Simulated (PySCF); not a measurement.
## A thermochemical cycle for CdIn

PBE in PySCF with def2-SVP on every atom (core potentials on Cd, In), for the lowest determinant that a PBE0 search found; no spin–orbit coupling. CdIn, a doublet (π ↑), has De = 0.33 eV to neutral atoms, and CdIn⁺, a singlet (closed shell), has De = 0.61 eV to Cd + In⁺.

The adiabatic ionisation energy of CdIn, between the minima, is 5.30 eV.

Q: Which ionisation energy of the In atom does this level give?

A: IE(In) = IE(molecule) + De(ion) − De(neutral) = 5.30 + 0.61 − 0.33 = 5.58 eV; the measured value is 5.786 eV (NIST ASD).

Closed-shell solutions of metal pairs were not tested for spin polarisation, which can lower them a little. Weak bonds: CdIn. Basis-set superposition, not corrected here, can be much of De in a small basis, most of all at correlated wavefunction levels. These are scalar-relativistic numbers at best; spin–orbit coupling would shift them, the dissociation energy most. For an ion De counts to the pair picked by the measured ionisation energies or electron affinities, which need not be the lowest pair at this level. States were picked by a PBE0 search and need not be the measured ground states.
